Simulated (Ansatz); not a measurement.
## Ligand exchange: how K changes with temperature for CuF + GaH2(NH2) ⇌ CuNH2 + GaH2F

Gas-phase species: CuF (fluorocopper), singlet; GaH2(NH2), singlet; CuNH2 `[NH2][Cu]`, singlet; GaH2F `[F][GaH2]`, singlet. The partners trade F for NH2: Cu–F and Ga–NH2 bonds give way to Cu–NH2 and Ga–F.

The electronic reaction energy at wB97M-V/def2-TZVPP is +5.3 kJ/mol. Shapes: PBE0-D4/def2-TZVP. Programs: Ansatz 0.2.0. Enthalpy and entropy come from rigid-rotor, harmonic-oscillator sums on unscaled PBE0-D4/def2-TZVP wavenumbers, ideal gases at 1 bar. Symmetry numbers: CuF 1, GaH2(NH2) 2, CuNH2 1, GaH2F 2. R = 8.3145 J/(mol K).

| T (K) | ΔH (kJ/mol) | ΔS (J/(mol K)) |
| --- | --- | --- |
| 500 | +1.7 | +10.6 |
| 700 | +0.8 | +9.1 |
| 900 | ? | ? |

**Question.** Work out ln K at 500 and 700 K, and from these estimate it at 900 K.

**Answer.** 
1. 500 K: ΔG = +1.7 − 500 × (+10.6)/1000 = -3.6 kJ/mol; ln K = −ΔG/RT = +0.87.
2. 700 K: ΔG = +0.8 − 700 × (+9.1)/1000 = -5.6 kJ/mol; ln K = −ΔG/RT = +0.96.
3. Slope against 1000/T: (+0.96 − (+0.87))/(1.4286 − 2.0000) = -0.16, that is −ΔH/R with ΔH near +1 kJ/mol.
4. 900 K: ln K = +0.87 + (-0.16) × (1.1111 − 2.0000) = +1.01.

The full sums give ΔH = -0.1 kJ/mol, ΔS = +8.1 J/(mol K), ΔG = -7.4 kJ/mol and ln K = +0.99 at 900 K, so the line is off by +0.02 in ln K; without rounding the miss is +0.03, from the change of ΔH with temperature. ΔG stays too near zero to say which side is favoured. An error of 10 kJ/mol in the energy moves ln K by 1.3 at 900 K. Other reactions of these species are left aside. Relativity is left out for Cu, Ga.
